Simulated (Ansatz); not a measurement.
CH$_{6}$SeSi, singlet, at a GFN2-xTB geometry, with bond 9-3 at 1.8 times its length; SC-NEVPT2/STO-3G, CASSCF(6,4) (Ansatz, an electronic-structure program).

Ansatz was given this input:
Ansatz 0.2 input:
```yaml
crystal:
  periodic: [false, false, false]
  atoms:
    - {symbol: Si, position_ang: [-0.96686331, 0.73666122, 0.34913828]}
    - {symbol: C, position_ang: [-2.26713129, -0.64280354, 0.37370067]}
    - {symbol: Se, position_ang: [1.05454898, -0.15792269, -0.28568260]}
    - {symbol: H, position_ang: [-1.22849736, 1.74652179, -0.67043342]}
    - {symbol: H, position_ang: [-0.79297424, 1.32922176, 1.67494917]}
    - {symbol: H, position_ang: [-2.02522243, -1.40195958, 1.11322120]}
    - {symbol: H, position_ang: [-3.24616048, -0.24303712, 0.61649703]}
    - {symbol: H, position_ang: [-2.33631380, -1.13314358, -0.59375289]}
    - {symbol: H, position_ang: [0.80043904, -2.36606385, 1.02520347]}
basis:
  gaussian:
    orbitals: STO-3G
magnetization: {spin_polarized: false}
correlation: {method: sc_nevpt2, electrons: all, active_space: {window: {electrons: 6, orbitals: 4}}}
```

Q: Predict the main parts of the log of this Ansatz run.

A: 
```
Functional definition: HF
422 factors; integrals over basis functions are off by at most 2.8e-5 eV
mean field evaluation 1: about -73464.7078 eV, gradient 1.9e1 eV
mean field evaluation 2: about -73464.7459 eV, gradient 1.9e1 eV
mean field evaluation 4: about -73467.3872 eV, gradient 1.5e0 eV
mean field evaluation 8: about -73467.4017 eV, gradient 1.2e-2 eV
mean field -73467.40168102 eV, -2699.8772137839 hartree, gradient 5.6e-7 eV, S^2 0.000000; 0 other end points of the search recorded, 0 dependent functions left out; unrestricted orbitals would lower it
reference -73467.40168102 eV, -2699.8772137839 hartree; 30, 30 occupied and 8, 8 virtual orbitals, 422 factors
state -73470.56568665 eV, -2699.9934888464 hartree
state -73470.56568665 eV, -2699.9934888464 hartree; corrected -73473.32959098 eV, -2700.0950604569 hartree
Total energy: -73473.32959098 eV, -2700.0950604569 hartree
```
